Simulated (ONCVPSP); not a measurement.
**Configuration tests for potassium (K) (ONCV)**

| Quantity | Value |
| --- | --- |
| Element | potassium |
| Generator | ONCVPSP 4.0.1 |
| Type | optimised norm-conserving Vanderbilt (ONCV) |
| Functional | Wu-Cohen |
| Relativity | scalar-relativistic |
| Frozen core | [Ne] |
| Valence charge | 9 |
| Reference configuration | 3s2 3p6 4s1 |
| Partial waves | 3s+4s: rc 1.90 bohr, ncon 4, nbas 7, qcut 4.9 1/bohr, 2 projectors; 3p: rc 1.30 bohr, ncon 3, nbas 7, qcut 5.3 1/bohr, 1 projector; d scattering state at 0.08 Ha: rc 2.00 bohr, ncon 3, nbas 7, qcut 5.3 1/bohr, 2 projectors, debl 3.8 Ha |
| Local potential | polynomial inside 1.10 bohr (lpopt 5, dvloc0 0 Ha) |
| Core correction | polynomial model core, fcfact 0.5 |

Energies are relative to the spin-unpolarised reference configuration 3s2 3p6 4s1; without spin polarisation the order of configurations can differ from experiment.

**Question.** Give the all-electron excitation energy and the error of the potential for: 3s2 3p6 4s0; 3s2 3p6 4s0.5; 3s2 3p6 4s0 4p1; 3s2 3p5 4s1.

**Answer.**

```
valence configuration  charge  ΔE all-electron (eV)  error AE − PS (meV)
          3s2 3p6 4s0      +1                 4.173                 -0.2
        3s2 3p6 4s0.5    +0.5                 1.589                  0.0
      3s2 3p6 4s0 4p1       0                 1.478                 +1.9
          3s2 3p5 4s1      +1                24.947                  +17
```

Levels in the configuration 3s2 3p5 4s1:

```tsv
level	all-electron (eV)	pseudo (eV)
3s	-48.390	-48.410
3p	-31.412	-31.367
4s	-8.549	-8.550
```
